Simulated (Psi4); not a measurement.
Input file for Psi4: SAPT0/jun-cc-pV(D+d)Z on CH6F2Si (a complex), monomers drawn apart or pushed together.

```
memory 8100 MB

molecule dimer {
0 1
Si    0.23949382   -0.04746047    0.12882247
H    -1.01343314    0.27948020    0.84835367
H     0.51101619   -1.49675428    0.24324508
H     1.35957001    0.72867556    0.70052599
H     0.07057473    0.30685597   -1.29997845
--
0 1
F     0.32497069   -0.72037785    3.84646415
C    -0.49318006    0.17937828    4.46503754
F     0.09112599    1.40652790    4.40105097
H    -0.59451838   -0.10809962    5.51263565
H    -1.44146100    0.21329653    3.92737551
units angstrom
symmetry c1
no_reorient
no_com
}

set {
  basis jun-cc-pV(D+d)Z
  scf_type df
  freeze_core true
}

energy('sapt0')
```

The log:

```
[...]
==> Input File <==

--------------------------------------------------------------------------
memory 8100 MB

molecule dimer {
0 1
Si    0.23949382   -0.04746047    0.12882247
H    -1.01343314    0.27948020    0.84835367
H     0.51101619   -1.49675428    0.24324508
H     1.35957001    0.72867556    0.70052599
H     0.07057473    0.30685597   -1.29997845
--
0 1
F     0.32497069   -0.72037785    3.84646415
C    -0.49318006    0.17937828    4.46503754
F     0.09112599    1.40652790    4.40105097
H    -0.59451838   -0.10809962    5.51263565
H    -1.44146100    0.21329653    3.92737551
units angstrom
symmetry c1
no_reorient
no_com
}

set {
  basis jun-cc-pV(D+d)Z
  scf_type df
  freeze_core true
}

energy('sapt0')
--------------------------------------------------------------------------


   => Loading Basis Set <=

    Name: JUN-CC-PV(D+D)Z
    Role: ORBITAL
    Keyword: BASIS
    atoms 1         entry SI         line   566 file jun-cc-pv_dpd_z.gbs
    atoms 2-5, 9-10 entry H          line    60 file jun-cc-pv_dpd_z.gbs
    atoms 6, 8      entry F          line   290 file jun-cc-pv_dpd_z.gbs
    atoms 7         entry C          line   188 file jun-cc-pv_dpd_z.gbs

   => Loading Basis Set <=

    Name: JUN-CC-PV(D+D)Z
    Role: ORBITAL
    Keyword: BASIS
    atoms 1         entry SI         line   566 file jun-cc-pv_dpd_z.gbs
    atoms 2-5, 9-10 entry H          line    60 file jun-cc-pv_dpd_z.gbs
    atoms 6, 8      entry F          line   290 file jun-cc-pv_dpd_z.gbs
    atoms 7         entry C          line   188 file jun-cc-pv_dpd_z.gbs


  //>>>>>>>>>>>>>>>>>>>>>>>>>>>>>>>>>>>//
  //              Dimer HF             //
  //<<<<<<<<<<<<<<<<<<<<<<<<<<<<<<<<<<<//

   => Libint2 <=

    Primary   basis highest AM E, G, H:  7, 6, 3
    Auxiliary basis highest AM E, G, H:  7, 7, 4
    Onebody   basis highest AM E, G, H:  -, -, -
    Solid Harmonics ordering:            Gaussian


   => Loading Basis Set <=

    Name: JUN-CC-PV(D+D)Z
    Role: ORBITAL
    Keyword: BASIS
    atoms 1         entry SI         line   566 file jun-cc-pv_dpd_z.gbs
    atoms 2-5, 9-10 entry H          line    60 file jun-cc-pv_dpd_z.gbs
    atoms 6, 8      entry F          line   290 file jun-cc-pv_dpd_z.gbs
    atoms 7         entry C          line   188 file jun-cc-pv_dpd_z.gbs


         ---------------------------------------------------------
                                   SCF
               by Justin Turney, Rob Parrish, Andy Simmonett
                          and Daniel G. A. Smith
                              RHF Reference
                        4 Threads,   7724 MiB Core
         ---------------------------------------------------------

  ==> Geometry <==

    Molecular point group: c1
    Full point group: C1

    Geometry (in Angstrom), charge = 0, multiplicity = 1:

       Center              X                  Y                   Z               Mass
    ------------   -----------------  -----------------  -----------------  -----------------
         SI           0.239493820000    -0.047460470000     0.128822470000    27.976926534650
         H           -1.013433140000     0.279480200000     0.848353670000     1.007825032230
         H            0.511016190000    -1.496754280000     0.243245080000     1.007825032230
         H            1.359570010000     0.728675560000     0.700525990000     1.007825032230
         H            0.070574730000     0.306855970000    -1.299978450000     1.007825032230
         F            0.324970690000    -0.720377850000     3.846464150000    18.998403162730
         C           -0.493180060000     0.179378280000     4.465037540000    12.000000000000
         F            0.091125990000     1.406527900000     4.401050970000    18.998403162730
         H           -0.594518380000    -0.108099620000     5.512635650000     1.007825032230
         H           -1.441461000000     0.213296530000     3.927375510000     1.007825032230

  Running in c1 symmetry.

  Rotational constants: A =      0.29588  B =      0.01763  C =      0.01704 [cm^-1]
  Rotational constants: A =   8870.35028  B =    528.57584  C =    510.89011 [MHz]
  Nuclear repulsion =  156.783167365252268

  Charge       = 0
  Multiplicity = 1
  Electrons    = 44
  Nalpha       = 22
  Nbeta        = 22

  ==> Algorithm <==

  SCF Algorithm Type is DF.
  DIIS enabled.
  MOM disabled.
  Fractional occupation disabled.
  Guess Type is SAD.
  Energy threshold   = 1.00e-08
  Density threshold  = 1.00e-08
  Integral threshold = 1.00e-12

  ==> Primary Basis <==

  Basis Set: JUN-CC-PV(D+D)Z
    Blend: JUN-CC-PV(D+D)Z
    Number of shells: 53
    Number of basis functions: 111
    Number of Cartesian functions: 116
    Spherical Harmonics?: true
    Max angular momentum: 2

   => Loading Basis Set <=

    Name: (JUN-CC-PV(D+D)Z AUX)
    Role: JKFIT
    Keyword: DF_BASIS_SCF
    atoms 1         entry SI         line   506 file jun-cc-pvdz-jkfit.gbs
    atoms 2-5, 9-10 entry H          line    70 file jun-cc-pvdz-jkfit.gbs

[...]
 6.722762   108A     14.146641   109A     14.149661
     110A     14.184790   111A    103.604888

    Final Occupation by Irrep:
              A
    DOCC [    13 ]
    NA   [    13 ]
    NB   [    13 ]

  @DF-RHF Final Energy:  -237.92318462968933

   => Energetics <=

    Nuclear Repulsion Energy =             76.9752650722888347
    One-Electron Energy =                -483.5767244615991558
    Two-Electron Energy =                 168.6782747596209902
    Total Energy =                       -237.9231846296893309

Computation Completed


Properties will be evaluated at   0.000000,   0.000000,   0.000000 [a0]

Properties computed using the SCF density matrix


 Multipole Moments:

 ------------------------------------------------------------------------------------
     Multipole            Electronic (a.u.)      Nuclear  (a.u.)        Total (a.u.)
 ------------------------------------------------------------------------------------

 L = 1.  Multiply by 2.5417464519 to convert [e a0] to [Debye]
 Dipole X            :          1.5264600           -2.3625160           -0.8360560
 Dipole Y            :        -14.0934596           13.9023694           -0.1910902
 Dipole Z            :       -208.3268739          208.7351274            0.4082535
 Magnitude           :                                                    0.9498294

 ------------------------------------------------------------------------------------

  Constructing Basis Sets for SAPT...

   => Loading Basis Set <=

    Name: (JUN-CC-PV(D+D)Z AUX)
    Role: RIFIT
    Keyword: DF_BASIS_SAPT
    atoms 1         entry SI         line   376 file jun-cc-pvdz-ri.gbs
    atoms 2-5, 9-10 entry H          line    30 file jun-cc-pvdz-ri.gbs
    atoms 6, 8      entry F          line   232 file jun-cc-pvdz-ri.gbs
    atoms 7         entry C          line   100 file jun-cc-pvdz-ri.gbs

   => Loading Basis Set <=

    Name: (JUN-CC-PV(D+D)Z AUX)
    Role: JKFIT
    Keyword: DF_BASIS_ELST
    atoms 1         entry SI         line   506 file jun-cc-pvdz-jkfit.gbs
    atoms 2-5, 9-10 entry H          line    70 file jun-cc-pvdz-jkfit.gbs
    atoms 6, 8      entry F          line   314 file jun-cc-pvdz-jkfit.gbs
    atoms 7         entry C          line   146 file jun-cc-pvdz-jkfit.gbs


  //>>>>>>>>>>>>>>>>>>>>>>>>>>>>>>>>>>>//
  //               SAPT0               //
  //<<<<<<<<<<<<<<<<<<<<<<<<<<<<<<<<<<<//



        SAPT0
    Ed Hohenstein
     6 June 2009

      Orbital Information
  --------------------------
    NSO        =       111
    NMO        =       111
    NRI        =       364
    NRI (Elst) =       496
    NOCC A     =         9
    NOCC B     =        13
    FOCC A     =         5
    FOCC B     =         3
    NVIR A     =       102
    NVIR B     =        98

    Elst10,r            =    -0.000709831143 [Eh]
    Exch10              =     0.000550824308 [Eh]
    Exch10 (S^2)        =     0.000550641357 [Eh]

    Maxiter = 50
    CPHF R converge = 1.000000E-08

    Iter     Energy [mEh]          dE [mEh]         Residual      Time [s]
       1      -0.18157874       0.181578742     1.791876e-03             0
       2      -0.22144314       0.039864400     3.962204e-04             0
       3      -0.22061847      -0.000824675     7.696981e-05             0
       4      -0.22033195      -0.000286521     1.001051e-05             0
       5      -0.22039687       0.000064920     2.008867e-06             0
       6      -0.22038790      -0.000008967     3.646004e-07             0
       7      -0.22038835       0.000000450     5.399431e-08             0
       8      -0.22038846       0.000000105     7.880008e-09             0

    CHF Iterations converged

    Maxiter = 50
    CPHF R converge = 1.000000E-08

    Iter     Energy [mEh]          dE [mEh]         Residual      Time [s]
       1      -0.01899488       0.018994878     7.092573e-04             0
       2      -0.02330506       0.004310181     2.824569e-04             0
       3      -0.02361390       0.000308841     7.417551e-05             0
       4      -0.02347997      -0.000133927     1.566541e-05             0
       5      -0.02347764      -0.000002338     3.979418e-06             0
       6      -0.02348088       0.000003247     1.467845e-06             0
       7      -0.02348143       0.000000549     3.280494e-07             0
       8      -0.02348106      -0.000000374     4.931581e-08             0
       9      -0.02348108       0.000000026     1.364382e-08             0
      10      -0.02348109       0.000000006     3.018503e-09             0

    CHF Iterations converged

    Ind20,r (A<-B)      =    -0.000220388455 [Eh]
    Ind20,r (B<-A)      =    -0.000023481089 [Eh]
    Ind20,r             =    -0.000243869544 [Eh]
    Exch-Ind20,r (A<-B) =     0.000138843743 [Eh]
    Exch-Ind20,r (B<-A) =     0.000011440280 [Eh]
    Exch-Ind20,r        =     0.000150284023 [Eh]
    Disp20              =    -0.000762596313 [Eh]
    Disp20 (SS)         =    -0.000381298156 [Eh]
    Disp20 (OS)         =    -0.000381298156 [Eh]
    Exch-Disp20         =     0.000037108519 [Eh]
    Exch-Disp20 (SS)    =     0.000021006254 [Eh]
    Exch-Disp20 (OS)    =     0.000016102265 [Eh]

    SAPT Results
  --------------------------------------------------------------------------------------------------------
    Electrostatics                 -0.70983114 [mEh]      -0.44542577 [kcal/mol]      -1.86366141 [kJ/mol]
      Elst10,r                     -0.70983114 [mEh]      -0.44542577 [kcal/mol]      -1.86366141 [kJ/mol]

    Exchange                        0.55082431 [mEh]       0.34564747 [kcal/mol]       1.44618902 [kJ/mol]
      Exch10                        0.55082431 [mEh]       0.34564747 [kcal/mol]       1.44618902 [kJ/mol]
      Exch10(S^2)                   0.55064136 [mEh]       0.34553267 [kcal/mol]       1.44570868 [kJ/mol]

    Induction                      -0.12809721 [mEh]      -0.08038221 [kcal/mol]      -0.33631917 [kJ/mol]
      Ind20,r                      -0.24386954 [mEh]      -0.15303045 [kcal/mol]      -0.64027940 [kJ/mol]
      Exch-Ind20,r                  0.15028402 [mEh]       0.09430465 [kcal/mol]       0.39457065 [kJ/mol]
      delta HF,r (2)               -0.03451169 [mEh]      -0.02165641 [kcal/mol]      -0.09061042 [kJ/mol]

    Dispersion                     -0.72548779 [mEh]      -0.45525046 [kcal/mol]      -1.90476794 [kJ/mol]
      Disp20                       -0.76259631 [mEh]      -0.47853641 [kcal/mol]      -2.00219634 [kJ/mol]
      Exch-Disp20                   0.03710852 [mEh]       0.02328595 [kcal/mol]       0.09742840 [kJ/mol]
      Disp20 (SS)                  -0.38129816 [mEh]      -0.23926821 [kcal/mol]      -1.00109817 [kJ/mol]
      Disp20 (OS)                  -0.38129816 [mEh]      -0.23926821 [kcal/mol]      -1.00109817 [kJ/mol]
      Exch-Disp20 (SS)              0.02100625 [mEh]       0.01318162 [kcal/mol]       0.05515191 [kJ/mol]
      Exch-Disp20 (OS)              0.01610226 [mEh]       0.01010432 [kcal/mol]       0.04227649 [kJ/mol]

  Total HF                         -0.28710404 [mEh]      -0.18016051 [kcal/mol]      -0.75379156 [kJ/mol]
  Total SAPT0                      -1.01259184 [mEh]      -0.63541097 [kcal/mol]      -2.65855950 [kJ/mol]

  Special recipe for scaled SAPT0 (see Manual):
    Electrostatics sSAPT0          -0.70983114 [mEh]      -0.44542577 [kcal/mol]      -1.86366141 [kJ/mol]
    Exchange sSAPT0                 0.55082431 [mEh]       0.34564747 [kcal/mol]       1.44618902 [kJ/mol]
    Induction sSAPT0               -0.12794736 [mEh]      -0.08028818 [kcal/mol]      -0.33592575 [kJ/mol]
    Dispersion sSAPT0              -0.72545079 [mEh]      -0.45522725 [kcal/mol]      -1.90467080 [kJ/mol]
  Total sSAPT0                     -1.01240499 [mEh]      -0.63529372 [kcal/mol]      -2.65806893 [kJ/mol]
  --------------------------------------------------------------------------------------------------------



*** Psi4 exiting successfully. Buy a developer a beer!
```

The run finished.

Cost: around 21 core-seconds (rough).
